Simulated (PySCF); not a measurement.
Species: C₆H₉ClSSi₂.
Structure used (GFN2-xTB), in Å, numbered top down from 1:
```
atom  x, y, z in Å
C1     3.770   -0.260    0.715
C2     2.954   -0.972   -0.316
S3     3.625   -2.064   -1.350
C4     1.600   -0.684   -0.384
C5     0.402   -0.518   -0.511
C6    -0.965   -0.239   -0.622
Si7   -1.546    1.546   -1.050
C8    -1.658    0.525    0.533
Si9   -3.222   -0.238    1.255
Cl10  -4.131    1.175    2.377
H11    3.755    0.814    0.524
H12    4.797   -0.615    0.690
H13    3.351   -0.426    1.708
H14   -1.539   -1.044   -1.066
H15   -0.517    2.563   -1.138
H16   -2.696    1.622   -1.932
H17   -0.946    0.830    1.298
H18   -2.909   -1.380    2.112
H19   -4.134   -0.625    0.180
```

Computed at PBE0/pcSseg-1 (PySCF, non-relativistic), with Q(33S) = −0.0678 b, Q(35Cl) = −0.0817 b: S3, 33S (I = 3/2): χzz = 47.28 MHz, η = 0.027; Cl10, 35Cl (I = 3/2): χzz = -40.71 MHz, η = 0.029.

(1) Find the zero-field quadrupole resonance frequencies of 33S at S3.

(2) Find the zero-field quadrupole resonance frequencies of 35Cl at Cl10.

(3) Apply the simplest Townes–Dailey estimate (no s hybridisation, no π bonding), ionic character = 1 − χzz/χ0, where χ0 is the coupling for one missing p electron along the bond: −109.74 MHz for 35Cl.

Results:

(1) From ν = (|χ|/2)√(1 + η²/3): ν = 23.64 MHz (thiocarbonyl sulfur).

(2) From ν = (|χ|/2)√(1 + η²/3): ν = 20.36 MHz (silicon-bound chlorine). For 37Cl the ratio of quadrupole moments, 0.7881, gives 16.04 MHz.

(3) Cl10 on Si9: 1 − (-40.71)/(-109.74) = 0.63. In this model a purely covalent bond gives χ0 and a free halide ion gives zero; s hybridisation or π bonding, where present, is counted here as ionic character.

In a crystal, neighbours and librations shift these lines. Geometry: GFN2-xTB, one conformer, isolated molecule. GFN2-xTB bond lengths can be off by several hundredths of an ångström, more for odd bonds, and the gradients follow them. The basis is small and wasn't made for field gradients, so the couplings can be 20 % off.
